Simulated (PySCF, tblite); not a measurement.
Compound: C4H5N3.
SMILES with atom numbers: `[NH2:1][c:2]1[cH:3][cH:4][n:5][n:6][cH:7]1` (hydrogens: H8, H9 on N1; H10 on C3; H11 on C4; H12 on C7)

Computed with GFN2-xTB (tblite), gas phase: Langevin dynamics at 300 K from the optimised GFN2-xTB geometry, time step 0.5 fs, friction 0.01 fs⁻¹, 2000 steps. Over the second half of the run the saved frames average 266 K.

Frame at 250 fs, instantaneous temperature 266 K:
```
atom  x, y, z in Å
N1     -2.321    0.276    0.073
C2     -1.013    0.142    0.290
C3     -0.118    1.151    0.356
C4      1.206    0.910    0.646
N5      1.633   -0.339    0.859
N6      0.824   -1.337    0.855
C7     -0.433   -1.109    0.625
H8     -2.866   -0.602    0.133
H9     -2.751    1.207    0.108
H10    -0.418    2.148    0.115
H11     1.876    1.739    0.808
H12    -1.123   -1.946    0.686
```

Frame at 425 fs, instantaneous temperature 318 K:
```
atom  x, y, z in Å
N1     -2.417    0.515    0.476
C2     -1.134    0.067    0.535
C3     -0.145    0.920    1.064
C4      1.127    0.448    1.173
N5      1.419   -0.831    0.923
N6      0.495   -1.627    0.396
C7     -0.738   -1.208    0.172
H8     -3.131   -0.170    0.363
H9     -2.635    1.527    0.566
H10    -0.429    1.939    1.427
H11     1.962    1.047    1.531
H12    -1.454   -1.859   -0.307
```

Frame at 625 fs, instantaneous temperature 277 K:
```
atom  x, y, z in Å
N1     -2.435    0.256    1.073
C2     -1.211   -0.190    0.737
C3     -0.155    0.690    0.929
C4      1.148    0.220    0.933
N5      1.387   -1.024    0.604
N6      0.377   -1.867    0.310
C7     -0.867   -1.526    0.383
H8     -3.236   -0.312    0.899
H9     -2.601    1.239    1.189
H10    -0.433    1.741    1.218
H11     2.018    0.771    1.167
H12    -1.659   -2.254    0.332
```

Frame at 800 fs, instantaneous temperature 208 K:
```
atom  x, y, z in Å
N1     -2.331    0.958    0.638
C2     -1.212    0.154    0.601
C3      0.030    0.757    0.864
C4      1.146    0.005    0.760
N5      1.159   -1.181    0.190
N6      0.076   -1.767   -0.107
C7     -1.110   -1.181    0.118
H8     -3.191    0.481    0.542
H9     -2.300    1.917    1.005
H10     0.096    1.754    1.354
H11     2.081    0.321    1.164
H12    -1.974   -1.748   -0.168
```

Frame at 1000 fs, instantaneous temperature 410 K:
```
atom  x, y, z in Å
N1     -2.278    0.642    0.938
C2     -1.103   -0.026    0.914
C3      0.112    0.552    1.244
C4      1.207   -0.286    1.072
N5      1.149   -1.486    0.536
N6      0.017   -2.021    0.170
C7     -1.135   -1.370    0.370
H8     -3.027    0.264    0.393
H9     -2.239    1.672    1.073
H10     0.180    1.569    1.623
H11     2.160    0.075    1.358
H12    -2.071   -1.764    0.048
```

Question: What do single points at PBE0/pcSseg-1 (PySCF, gas phase) give on these frames?

Answer: 
```tsv
t (fs)	GFN2-xTB E above start (eV)	DFT E above lowest frame (eV)	HOMO (eV)	LUMO (eV)	dipole (D)
250	0.28	0.11	-6.18	-0.69	6.13
425	0.25	0.00	-6.39	-0.97	6.08
625	0.30	0.15	-6.39	-0.91	6.16
800	0.31	0.16	-6.17	-0.87	6.01
1000	0.22	0.03	-6.30	-0.98	5.97
```

The two levels order the frames alike by energy but for pairs within 0.08 eV at one level; measured from each level's lowest frame they differ by 0.07 eV at most. The HOMO–LUMO gap runs from 5.30 to 5.49 eV. These are instantaneous structures, not minima.

Question: And the isotropic GIAO shieldings (ppm) from the same runs?

Answer: 
| atom | 250 fs | 425 fs | 625 fs | 800 fs | 1000 fs | mean | range |
| --- | --- | --- | --- | --- | --- | --- | --- |
| N1 | 190.7 | 192.0 | 194.0 | 191.6 | 181.6 | 190.0 | 12.4 |
| C2 | 44.0 | 40.6 | 37.5 | 35.2 | 33.0 | 38.1 | 11.0 |
| C3 | 80.2 | 71.0 | 72.7 | 72.8 | 78.6 | 75.1 | 9.2 |
| C4 | 30.8 | 30.7 | 34.0 | 38.8 | 37.4 | 34.3 | 8.1 |
| N5 | -164.2 | -175.9 | -162.7 | -155.3 | -146.6 | -160.9 | 29.3 |
| N6 | -169.6 | -220.4 | -206.7 | -199.9 | -213.1 | -201.9 | 50.8 |
| C7 | 46.2 | 44.8 | 47.5 | 46.2 | 32.5 | 43.4 | 15.0 |
| H8 | 26.8 | 28.2 | 28.6 | 28.6 | 27.8 | 28.0 | 1.8 |
| H9 | 27.3 | 26.9 | 28.1 | 27.2 | 27.4 | 27.4 | 1.2 |
| H10 | 25.9 | 24.8 | 24.9 | 25.0 | 25.0 | 25.1 | 1.1 |
| H11 | 22.4 | 22.4 | 22.8 | 23.1 | 23.2 | 22.8 | 0.8 |
| H12 | 23.4 | 22.5 | 22.6 | 22.8 | 22.4 | 22.7 | 1.0 |

What follows is the cost of the whole dynamics run. The run took 44 s wall, 24 s CPU on one thread, Intel Xeon at 2.50 GHz (x86_64) (shared host), and the process peaked at 0.19 GiB of memory.
